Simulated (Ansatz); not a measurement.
Species: sum formula MoO$_{2}$Cl (charge 0, doublet). The spin state was set by rule; other spins were not relaxed. SMILES of the parent species: [O]=[Mo](=[O])[Cl]
Coordinates optimised at B3LYP-D3(BJ)/def2-TZVP (Ansatz, a first-principles code):
```xyz
4

Mo     0.1043    -0.3365     0.0778
O      1.7749    -0.5091    -0.0771
O     -0.4248    -0.8009     1.6104
Cl    -0.8931     1.4478    -0.9139
```
Charge 0, spin multiplicity 2.

Parts of the frozen-core correlation energy in def2-SVPD (Ansatz, hartree). Frozen orbitals: 11; correlated occupied orbitals by spin: 13 and 12; virtual: 83 and 84. UHF or UKS for open shells. No spin-orbit coupling. Past Kr the def2 sets carry scalar-relativistic core potentials.

```json
[
 {"term": "reference (HF)", "value": "-676.54251"},
 {"term": "MP2 opposite-spin", "value": "-0.47275"},
 {"term": "MP2 same-spin", "value": "-0.21909"},
 {"term": "CCSD correlation", "value": "-0.73914"},
 {"term": "(T)", "value": "-0.04072"},
 {"term": "T1 diagnostic", "value": "0.084"},
 {"term": "largest doubles amplitude", "value": "0.041"},
 {"term": "<S^2> of the reference", "value": "1.625"}
]
```
